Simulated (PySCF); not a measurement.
**Unknown compound**

The spectra below were simulated for a compound C7H9N.

1H NMR (500 MHz, computed): δ 7.24 (dd, J = 9.0, 8.1 Hz, 2H), 6.70 (t, J = 8.1 Hz, 1H), 6.41 (d, J = 9.0 Hz, 2H), 2.93 (br s, 1H), 2.76 (s, 3H).

13C{1H} NMR (computed): δ 152.0 (C), 135.0 (CH), 120.8 (CH), 114.1 (CH), 30.1 (CH3).

[PySCF 2.14.0 with density-fitted response routines: structure optimised with PBE0-D3(BJ)/def2-SVP; B3LYP/pcJ-1 coupling constants (spin–dipole term only in couplings to heteroatoms); shielding tensors at PBE0/pcSseg-1 (GIAO); isolated molecule; rapidly exchanging positions averaged; non-relativistic Hamiltonian; one computed conformer]

References, each an isolated molecule treated in the same way: TMS for 1H (31.27 ppm) and 13C (184.41 ppm).

What is the structure?

Answers


- The formula gives 4 degrees of unsaturation (1 ring in the answer).
- 5 carbon signals for 7 carbons: some carbons are equivalent by symmetry or fast rotation.
- Carbon types of the structure: 1 × C, 5 × CH, 1 × CH3, leaving 1 H on heteroatoms.
- δC 152.0: aromatic carbon bearing nitrogen; an ipso carbon deshielded by its heteroatom.
- δC 135.0, 120.8, 114.1: aromatic CH.
- δC 30.1: methyl carbon bonded to N; deshielded by the electronegative neighbour.
- δH 7.24, 6.70, 6.41: hydrogen on an aromatic CH.
- δH 2.93: hydrogen on an aniline-type nitrogen; labile proton, position sensitive to the medium.
- δH 2.76: hydrogen on a methyl carbon bonded to N; its carbon carries N, hence the downfield position.
- The protons at 6.41 and 7.24 share a coupling of 9.0 Hz (vicinal, an ortho-type coupling).
- The protons at 7.24 and 6.70 share a coupling of 8.1 Hz (vicinal, an ortho-type coupling).

These data were computed for `CNc1ccccc1`.

The data come from this structure; uniqueness wasn't tested.

Exchangeable OH/NH protons stand at their gas-phase positions; hydrogen bonding in a real sample shifts them, mostly to higher δ. Splittings below 1 Hz are ignored in the labels, and close J values are merged. Couplings among chemically equivalent protons are left out too, so labels in AA′BB′ or AA′XX′ sets are apparent multiplicities. Unscaled 3J(H,H) at this level run about 10 % above measured values. Shifts are as computed. Against solution values, carbons near 30 ppm lie about +2 ppm off and those near 130 ppm about +5 ppm. Of 1211 compounds with measured shifts, 218 miss one by over three times the rms of a fit or turn the order of signals round; such compounds aren't used in these exercises. Couplings to exchangeable protons are dropped.
